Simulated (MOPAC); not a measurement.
MOPAC input (AM1):

```
AM1 PRECISE GNORM=0.05 LET XYZ GEO-OK AUX(PRECISION=9) THREADS=1
GaI

Ga   -0.00000000 1   -0.00000000 1   -1.65171300 1
I     0.00000000 1    0.00000000 1    0.96609600 1
```

From the output:

```
                                                       MOPAC v23.2.5 Linux

          FINAL HEAT OF FORMATION =         -4.73725 KCAL/MOL =     -19.82066 KJ/MOL

          COSMO AREA              =         98.79 SQUARE ANGSTROMS
          COSMO VOLUME            =         85.31 CUBIC ANGSTROMS

          GRADIENT NORM           =          0.02482          =       0.01755 PER ATOM
          IONIZATION POTENTIAL    =         10.511539 EV
          HOMO LUMO ENERGIES (EV) =        -10.512 -2.374
          NO. OF FILLED LEVELS    =          5
          MOLECULAR WEIGHT        =        196.6395         POINT GROUP:  C*v

          MOLECULAR DIMENSIONS (Angstroms)

            Atom       Atom       Distance
            I     2   Ga     1     2.53190
            I     2   Ga     1     0.00000
           Ga     1    I     2     0.00000

          SCF CALCULATIONS        =          5

   ATOM   CHEMICAL          X               Y               Z
  NUMBER   SYMBOL      (ANGSTROMS)     (ANGSTROMS)     (ANGSTROMS)

     1      Ga          0.00000000  *   0.00000000  *  -1.60875757  *
     2       I          0.00000000  *   0.00000000  *   0.92314057  *

                             CARTESIAN COORDINATES

   1   Ga        0.000000000     0.000000000    -1.608757566
   2    I        0.000000000     0.000000000     0.923140566

           Empirical Formula: Ga I  =     2 atoms

      MOLECULAR POINT GROUP   :   C*v

                  EIGENVALUES
 -30.30819 -13.33616 -12.09651 -11.20995 -10.51154  -2.37409  -2.02377   1.42458

              NET ATOMIC CHARGES AND DIPOLE CONTRIBUTIONS

  ATOM NO.   TYPE          CHARGE      No. of ELECS.   s-Pop       p-Pop
    1         Ga           0.002261        2.9977     0.01592     2.98182
    2          I          -0.002261        7.0023     1.97427     5.02799
 DIPOLE           X         Y         Z       TOTAL
 POINT-CHG.     0.000     0.000    -0.027     0.027
 HYBRID        -0.000    -0.000    -1.276     1.276
 SUM           -0.000    -0.000    -1.303     1.303

          ATOMIC ORBITAL ELECTRON POPULATIONS

     Atom    s        px        py        pz
    1 Ga   0.01592   2.00000   0.13004   0.85178
    2  I   1.97427   2.00000   1.86996   1.15803

 **********************
 *                    *
 * JOB ENDED NORMALLY *
 *                    *
 **********************

 == MOPAC DONE ==
```

The geometry given is a B3LYP-D3(BJ)/def2-TZVP minimum.
